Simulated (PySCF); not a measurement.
# How methods differ on the excitation energy of Ca⁺

Ca⁺ [Ar] 4s1 (2S) → Ca⁺ [Ar] 3d1 (2D), as a difference of total energies. All numbers are calculated (PySCF 2.14, scalar relativity by spin-free X2C-1e, in aug-cc-pwCVQZ-X2C). The calculations carry no spin-orbit coupling.

**Question.** Order these methods by the excitation energy they give, lowest first.
A. MN15
B. PBEsol
C. UHF
D. B3LYP

**Answer.** B (1.160 eV), A (1.227 eV), D (1.311 eV), C (1.997 eV).

For comparison: 1.697 eV (measured; NIST levels, between the centres of gravity of the two terms).
